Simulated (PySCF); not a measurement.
**Vibration and rotation of SbBr**

UHF-MP2 constants of SbBr, ³Σ⁻ (triplet), unpaired electrons π ↑↑ (basis Sb def2-TZVPPD with ECP28, Br def2-TZVPPD; scalar-relativistic core potentials; PySCF 2.14; masses 120.9038 and 78.9183 u):

* ωe: 262.4 cm⁻¹
* ωexe: 0.579 cm⁻¹
* Be: 0.05721 cm⁻¹
* αe: 0.000179 cm⁻¹
* De to Sb + Br: 2.59 eV

(1) What force constant and bond length do these constants imply?

(2) Estimate the centrifugal constant D from the Kratzer relation and find the Dunham coefficient a1.

Correlated steps freeze 13 core orbitals. These are scalar-relativistic numbers at best; spin–orbit coupling would shift them, the dissociation energy most. The state was picked by a PBE0 search and need not be the measured ground state.

Results:

(1) Reduced mass μred = 47.750 u; k = 5.8918×10⁻⁷·μred·ωe² (u, cm⁻¹, mdyn/Å) = 1.94 mdyn/Å; Re = √(16.8576/(μred·Be)) (u, cm⁻¹, Å) = 2.484 Å.

(2) D = 4Be³/ωe² = 1.09e-08 cm⁻¹; a1 = −1 − αeωe/(6Be²) = -3.39.
